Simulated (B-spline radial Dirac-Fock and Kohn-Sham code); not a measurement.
## Au⁺: photoemission with 80 eV photons

System: Au⁺, 1s2 2s2 2p6 3s2 3p6 3d10 4s2 4p6 4d10 4f14 5s2 5p6 5d10.

Level of theory: Dirac-Hartree-Slater photoionisation with all multipoles and Dirac-Fock thresholds; a radial finite-basis atomic code. The asymmetry parameter β is from the dipole term alone. Kinetic energies are from the vacuum level.

The last column is dσ/dΩ = σ/(4π) · [1 − (β/2) P₂(cos θ)] at θ = 0° from the beam of unpolarised light.

```
subshell  electrons  binding (eV)  kinetic (eV)  σ (kb)     β  dσ/dΩ (kb/sr)
   5p3/2          4         74.94          5.06    1780  1.78           15.5
   5d3/2          4         20.07         59.93    2030  1.29           57.8
   5d5/2          6         18.55         61.45       ?     ?              ?
```

Q: What are σ and β for 5d5/2?

A: σ = 2500 kb, the largest of all subshells and 40 % of the total, and β = 1.48, which gives dσ/dΩ = 51.6 kb/sr.

At such low photon energies correlation between channels can change these cross sections by tens of per cent.

Values without a named source are computed, but for edge energies of neutral atoms, which are taken from tables.
